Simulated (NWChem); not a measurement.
HTeSBr; SMILES Br[Te]S

```xyz
4

Te     0.6291    -0.5837     0.0048
Br    -0.2634     1.7829     0.0065
S     -1.3694    -1.8826     0.0506
H     -1.5853    -1.9293    -1.2856
```
Atoms are numbered in this order, from 1.

Computed with NWChem. The geometry was optimised at PBE0/def2-SVP. Not confirmed as a minimum by frequencies. def2 effective core potentials on Te; no spin-orbit coupling. Ions are spin-unrestricted doublets at the neutral geometry; other ion states weren't tried.

For level PBE/def2-SVP:

| Item | Value |
|---|---|
| vertical ionisation energy, ΔSCF (eV) | 8.36 |
| −ε(HOMO) (eV) | 5.38 |

How do the values read with level PBE0/def2-SVP instead?

The vertical ionisation energy, ΔSCF (eV) is 8.65. The −ε(HOMO) (eV) comes out as 6.56.
